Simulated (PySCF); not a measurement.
# Computed properties of F₂Hg, SMILES [Hg]([F])[F]

F2Hg, SMILES [F][Hg][F]. Coordinates come from a B3LYP-D3(BJ)/def2-TZVP optimisation. The def2 effective core potentials stand for the cores of Hg; spin–orbit coupling is left out. Other conformers were not sampled. All values are computed for the isolated molecule unless a solvent is named; none is compared with measurement here.

**Structure.** The optimised structure has D∞h symmetry. All 4 harmonic modes at B3LYP-D3(BJ)/def2-TZVP (PySCF) are real, so it is a minimum. With heavy atoms numbered as in [F:1][Hg:2][F:3], the shortest bond between them is F1–Hg2 at 1.935 Å and the longest Hg2–F3 at 1.935 Å.

**Vibrations.** The strongest infrared lines (harmonic, unscaled, degenerate partners summed) lie at 638 cm⁻¹ (108 km/mol, F 84 %, Hg 16 %), 171 cm⁻¹ (30 km/mol, F 84 %, Hg 16 %). The softest mode is at 171 cm⁻¹ and the zero-point energy is 2.2 kcal/mol.

**Electronic structure.** M06-2X/def2-TZVPD (PySCF) places the frontier levels at -12.33 and -1.57 eV, a gap of 10.76 eV, and gives a dipole moment of 0.00 D and a mean polarisability of 28.0 bohr³. PBE/def2-TZVPD (PySCF) at the same geometry gives -8.42 and -3.69 eV, so its gap is 6.03 eV narrower. An orbital gap is neither the optical nor the fundamental gap.

**Excitations.** TDA-ωB97X/def2-TZVPD (PySCF) has S1 at 6.11 eV (203 nm, f = 0.000, dark); the most intense of the 10 singlets computed lies at 8.28 eV (f = 0.09). Strengths of degenerate partners are summed. T1 (TDA) is at 5.57 eV, 0.54 eV under S1. TDA-PBE/def2-TZVPD (PySCF) puts S1 at 5.00 eV. No vertical singlet excitation falls in the visible range (under 3.1 eV).
